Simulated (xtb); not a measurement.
Cl$_{5}$Sb, charge -1, doublet, at a GFN2-xTB geometry (a state made from the parent by changing its charge; the spin is typed, not shown lowest); GFN2-xTB (xtb).

Here is a job for xtb.
```
$ xtb mol.xyz --gfn 2 --chrg -1 --uhf 1 --json

# file mol.xyz
6

Sb     0.02642569    -0.23090450    -0.14561588
Cl     2.28105181     0.53795173    -1.02622923
Cl     1.17965370    -1.37467769     1.80676901
Cl    -1.11957999     0.84976082    -2.13779864
Cl    -2.22097810    -1.06286860     0.69519959
Cl    -0.19942449     1.74254724     1.09890692
```

It wrote (shortened):

```
   ID    Z sym.   atoms
    1   51 Sb     1
    2   17 Cl     2-6

           -------------------------------------------------
          |                Calculation Setup                |
           -------------------------------------------------

           -------------------------------------------------
          |                 G F N 2 - x T B                 |
           -------------------------------------------------

          ...................................................
          :                      SETUP                      :
          :.................................................:
          :  # basis functions                  60          :
          :  # atomic orbitals                  54          :
          :  # shells                           18          :
          :  # electrons                        41          :
          :  max. iterations                   250          :
          :  Hamiltonian                  GFN2-xTB          :
          :  restarted?                      false          :
          :  GBSA solvation                  false          :
          :  PC potential                    false          :
          :  electronic temp.          300.0000000     K    :
          :  accuracy                    1.0000000          :
          :  -> integral cutoff          0.2500000E+02      :
          :  -> integral neglect         0.1000000E-07      :
          :  -> SCF convergence          0.1000000E-05 Eh   :
          :  -> wf. convergence          0.1000000E-03 e    :
          :  Broyden damping             0.4000000          :
          :  net charge                         -1          :
          :  unpaired electrons                  1          :
          ...................................................

 iter      E             dE          RMSdq      gap      omega  full diag
   1    -25.3586223 -0.253586E+02  0.829E+00    4.85       0.0  T
   2    -25.3998208 -0.411985E-01  0.513E+00    3.97       1.0  T
   3    -25.3874755  0.123453E-01  0.348E+00    4.37       1.0  T
   4    -25.4035107 -0.160351E-01  0.190E+00    3.70       1.0  T
   5    -25.4128546 -0.934397E-02  0.109E+00    4.12       1.0  T
   6    -25.4187238 -0.586914E-02  0.330E-01    4.00       1.0  T
   7    -25.4190215 -0.297748E-03  0.136E-01    3.97       1.0  T
   8    -25.4191091 -0.875734E-04  0.175E-02    3.95       2.3  T
   9    -25.4191009  0.821269E-05  0.420E-02    3.95       1.0  T
  10    -25.4191097 -0.885128E-05  0.713E-03    3.96       5.7  T
  11    -25.4191037  0.603408E-05  0.340E-02    3.96       1.2  T
  12    -25.4191093 -0.556538E-05  0.114E-02    3.96       3.6  T
  13    -25.4191094 -0.160983E-06  0.984E-03    3.96       4.1  T
  14    -25.4191099 -0.505038E-06  0.157E-03    3.96      26.1  T
  15    -25.4191099 -0.128488E-07  0.428E-04    3.96      95.4  T
  16    -25.4191099 -0.724864E-09  0.161E-04    3.96     254.3  T

   *** convergence criteria satisfied after 16 iterations ***

         :::::::::::::::::::::::::::::::::::::::::::::::::::::
         ::                     SUMMARY                     ::
         :::::::::::::::::::::::::::::::::::::::::::::::::::::
         :: total energy             -25.416924640670 Eh    ::
         :: gradient norm              0.000031851835 Eh/a0 ::
         :: HOMO-LUMO gap              3.958332366473 eV    ::
         ::.................................................::
         :: SCC energy               -25.419094094116 Eh    ::
         :: -> isotropic ES            0.127749363699 Eh    ::
         :: -> anisotropic ES         -0.005513674872 Eh    ::
         :: -> anisotropic XC         -0.006098705299 Eh    ::
         :: -> dispersion             -0.010653717094 Eh    ::
         :: repulsion energy           0.002169453446 Eh    ::
         :: add. restraining           0.000000000000 Eh    ::
         :: total charge              -0.999999999997 e     ::
[...]
        14        2.0000           -0.3010726              -8.1926
        15        2.0000           -0.3002471              -8.1701
        16        2.0000           -0.2991739              -8.1409
        17        2.0000           -0.2981545              -8.1132
        18        2.0000           -0.2966795              -8.0731
        19        2.0000           -0.2966795              -8.0731
        20        2.0000           -0.2943667              -8.0101
        21        1.0000           -0.2472309              -6.7275 (HOMO)
        22                         -0.1017648              -2.7692 (LUMO)
        23                         -0.0826767              -2.2497
        24                         -0.0826767              -2.2497
        25                          0.1364466               3.7129
        26                          0.1364466               3.7129
        27                          0.1367902               3.7223
        28                          0.1368454               3.7238
        29                          0.1482753               4.0348
        30                          0.1587334               4.3194
        31                          0.1587334               4.3194
        32                          0.1588248               4.3218
       ...                                ...                  ...
        54                          1.9683516              53.5616
      -------------------------------------------------------------
                  HL-Gap            0.1454660 Eh            3.9583 eV
             Fermi-level           -0.2226044 Eh           -6.0574 eV

     #   Z          covCN         q      C6AA      α(0)
     1  51 Sb       3.952     0.449   353.165    35.776
     2  17 Cl       0.784    -0.312   109.015    15.972
     3  17 Cl       0.784    -0.312   109.015    15.972
     4  17 Cl       0.784    -0.312   109.015    15.972
     5  17 Cl       0.784    -0.312   109.015    15.972
     6  17 Cl       0.819    -0.200   105.366    15.703

 Mol. C6AA /au·bohr⁶  :       4979.018043
 Mol. C8AA /au·bohr⁸  :     279243.208451
 Mol. α(0) /au        :        115.365872

Wiberg/Mayer (AO) data.
largest (>0.10) Wiberg bond orders for each atom

 ---------------------------------------------------------------------------
     #   Z sym  total        # sym  WBO       # sym  WBO       # sym  WBO
 ---------------------------------------------------------------------------
     1  51 Sb   4.054 --     6 Cl   1.061     4 Cl   0.748     5 Cl   0.748
                             3 Cl   0.748     2 Cl   0.748
     2  17 Cl   1.049 --     1 Sb   0.748     4 Cl   0.106     3 Cl   0.106
     3  17 Cl   1.049 --     1 Sb   0.748     5 Cl   0.106     2 Cl   0.106
     4  17 Cl   1.049 --     1 Sb   0.748     2 Cl   0.106     5 Cl   0.106
     5  17 Cl   1.049 --     1 Sb   0.748     3 Cl   0.106     4 Cl   0.106
     6  17 Cl   1.228 --     1 Sb   1.061
 ---------------------------------------------------------------------------

Topologies differ in total number of bonds
Writing topology from bond orders to xtbtopo.mol

molecular dipole:
                 x           y           z       tot (Debye)
 q only:        0.027      -0.236      -0.149
   full:        0.030      -0.263      -0.166       0.793
molecular quadrupole (traceless):
                xx          xy          yy          xz          yz          zz
 q only:       -5.347      -1.339       6.196      -0.844       7.376      -0.849
  q+dip:       -6.520      -1.632       7.555      -1.029       8.993      -1.035
   full:       -6.989      -1.749       8.098      -1.103       9.640      -1.109

           -------------------------------------------------
          | TOTAL ENERGY              -25.416924640670 Eh   |
          | GRADIENT NORM               0.000031851835 Eh/α |
          | HOMO-LUMO GAP               3.958332366473 eV   |
           -------------------------------------------------

normal termination of xtb
```
